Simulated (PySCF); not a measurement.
UHF on Mo⁻ (molybdenum, charge -1), [Kr] 4d5 5s2, high-spin 6S determinant. Calculation: PySCF 2.14, in aug-cc-pwCVDZ-PP with ECP28MDF (6s6p5d3f, 70 functions); a scalar-relativistic core potential.

```
cycle= 1 E= -67.3329879691781  delta_E= -1.57e-10  |g|= 3.74e-06  |ddm|= 8.6e-05
converged SCF energy = -67.3329879691781  <S^2> = 9.230722  2S+1 = 6.1581562
```

Highest occupied orbital energy: 0.288 eV; ⟨L²⟩ = 0.00; populations by l: s 4.00, p 6.00, d 5.00, f 0.00.

(1) Can this result be used?

Answers

(1) With care. The run converged. Energies and moments cover only the electrons outside the core potential. ⟨S²⟩ = 9.23 against 8.75 shows spin contamination. At UHF the highest occupied level has a positive energy, so only the finite basis holds that electron.
